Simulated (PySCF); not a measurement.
Job for PySCF: R-HF/STO-3G on CH7ISi (a complex).

```python
from pyscf import gto, scf, dft, mp
from pyscf.data.elements import chemcore

mol = gto.M(
    atom='''
    I    -0.54800288    1.27885211   -0.48810470
    H    -0.81436029   -0.01915501    0.43963663
    C    -0.16648332    1.04262679    3.78299490
    Si    0.21139293   -0.71782473    3.26646398
    H    -1.15865120    1.11218436    4.23247084
    H    -0.13479883    1.71355993    2.92309525
    H     0.56250709    1.39448355    4.51531681
    H     0.16363024   -1.63870880    4.42765178
    H     1.55020644   -0.81301684    2.63744143
    H    -0.78841603   -1.19145762    2.27182156
    ''',
    basis='sto-3g',
    charge=0, spin=0, verbose=3, max_memory=1800)
mf = scf.RHF(mol)
mf.conv_tol = 1e-8
mf.max_cycle = 100
mf.kernel()
if not mf.converged:
    mf = mf.newton().run(mf.mo_coeff, mf.mo_occ)
```

Output:

```
converged SCF energy = -7177.75826099197
```

Self-consistency was reached.

Cost: roughly 0.6 core-seconds.
